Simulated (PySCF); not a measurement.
Vertical excitations of a molecule C2H7AlOS from TDDFT-PBE/def2-SVPD in PySCF, as energy in eV (oscillator strength): 4.95 (0.012), 5.05 (0.083), 5.54 (0.000), 5.61 (0.030), 5.80 (0.001), 5.83 (0.005), 5.96 (0.013), 5.98 (0.050), 5.99 (0.003), 6.15 (0.022). Lowest triplet (TDA): 4.34 eV. The structure is a stationary point at ωB97X-D3(BJ)/def2-SVP. Other conformers were not sampled.

### Question
Pick the molecule that these values belong to.
A. C[O][Al]([CH3])[SH]
B. C[S][Al]([CH3])[OH]
C. C[O][AlH][S]C

### Answer
C, C[O][AlH][S]C
